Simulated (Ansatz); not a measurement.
The first iterations of a band of a periodic cell of 33 atoms, Al32H (host Al, host structure fcc, interstitial H).

All numbers below come from DFT PBEsol, scalar-relativistic, plane waves, PAW in Ansatz. Settings: cutoff 420 eV, k mesh 3x3x3, gaussian smearing 0.15 eV, no spin polarisation.

```yaml
movable_images: 5
climbing_image: yes
spring: 1.0 eV/Å²
optimiser: quadratic models (default)
start_path: IDPP
force_threshold: 0.05 eV/Å
iteration_limit: 80
end_points: relaxed
```

Initial state:

```xyz
33
Lattice="8.1000 0.0000 0.0000 0.0000 8.1000 0.0000 0.0000 0.0000 8.1000" Properties=species:S:1:pos:R:3
Al 4.043 -0.004 -0.003
Al 6.056 2.044 0.006
Al 6.056 0.006 2.045
Al -0.074 0.075 0.075
Al 2.021 2.018 -0.003
Al 4.069 4.031 0.006
Al 6.082 6.080 -0.003
Al 2.021 -0.004 2.019
Al 4.050 2.025 2.026
Al 6.075 4.050 2.026
Al 4.069 0.006 4.033
Al 6.075 2.025 4.051
Al 6.082 -0.004 6.080
Al 0.005 4.057 -0.003
Al 2.100 6.001 0.075
Al -0.005 2.044 2.045
Al 2.031 4.031 2.045
Al 4.069 6.070 2.045
Al 0.004 -0.004 4.058
Al 2.031 2.044 4.033
Al 4.050 4.050 4.051
Al 6.057 6.070 4.033
Al 2.099 0.074 6.002
Al 4.069 2.044 6.071
Al 6.057 4.032 6.071
Al 0.005 6.080 2.019
Al -0.005 4.032 4.033
Al 2.021 6.079 4.058
Al 0.005 2.019 6.081
Al 2.021 4.057 6.080
Al 4.044 6.080 6.081
Al -0.073 6.002 6.003
H 1.013 7.088 7.090
```

Final state:

```xyz
33
Lattice="8.1000 0.0000 0.0000 0.0000 8.1000 0.0000 0.0000 0.0000 8.1000" Properties=species:S:1:pos:R:3
Al 4.125 0.075 0.076
Al 6.094 2.044 0.007
Al 6.094 0.005 2.045
Al 0.007 -0.004 -0.003
Al 2.029 2.018 -0.003
Al 4.046 4.057 -0.003
Al 6.068 6.079 -0.003
Al 2.029 -0.004 2.020
Al 4.055 2.044 2.045
Al 6.075 4.050 2.026
Al 4.046 -0.004 4.058
Al 6.075 2.025 4.052
Al 6.068 -0.004 6.081
Al -0.019 4.031 0.007
Al 1.950 6.001 0.076
Al 0.000 2.025 2.026
Al 2.020 4.031 2.045
Al 4.046 6.079 2.020
Al -0.019 0.005 4.033
Al 2.020 2.044 4.033
Al 4.055 4.032 4.033
Al 6.094 6.070 4.033
Al 1.952 0.073 6.003
Al 4.046 2.018 6.081
Al 6.094 4.032 6.071
Al -0.019 6.070 2.045
Al 0.000 4.050 4.052
Al 2.029 6.079 4.058
Al -0.019 2.044 6.071
Al 2.029 4.057 6.081
Al 4.123 6.002 6.003
Al 0.007 6.079 6.081
H 3.038 7.088 7.091
```

| iteration | highest image above the first end (eV) | largest band force component (eV/Å) |
| --- | --- | --- |
| 1 | 0.414 | 0.469 |
| 2 | 0.338 | 0.228 |
| 3 | 0.311 | 0.151 |

**Question.** Does the band converge within its limit, and where does its top end?

**Answer.** It converged. It ended after 10 iterations with the highest image 0.172 eV above the first end. The profile has 2 maxima (images 2, 4) with wells between them (image 3): this band takes more than one step, which may be the mechanism or a detour left from its start path. By the program's own check the climbing image is of a kind that is not told: the force calls were inconclusive, a negative curvature could not be distinguished from the path's own, the only one lies far off the path, or fixed occupations may fill a level only in part (lowest curvatures found: -0.73 and 1.19 eV/Å²). Limits of this set-up: coarse k mesh, odd electron count without spin, a small cell, in which the defect meets its images.

The run took 6.6 min on 4 threads of AMD EPYC 9R45 96-Core Processor (Zen 5), on a shared host, peak memory 4.3 GiB.
